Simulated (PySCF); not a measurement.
Calculation: PBE-D3(BJ)/def2-TZVP // CAM-B3LYP-D3(BJ)/def2-TZVP (PySCF 2.14.0). All species are isolated molecules in the gas phase. One relaxed conformer stands for a flexible species; it need not be the lowest. 

Reference species (SMILES): `C=C/C=C(/[SiH3])Cl` (C–C–C–C torsion 180°) (neutral, multiplicity 1).

```yaml
LUMO: -2.36 eV
HOMO: -5.95 eV
```

Changed species: `[SiH3]/C=C/C=C\Cl` (C–C–C–C torsion 180°).

Q: Give the shifts of the LUMO and HOMO.

A: the LUMO drops by 0.02 eV, to -2.38 eV; the HOMO is nearly the same.
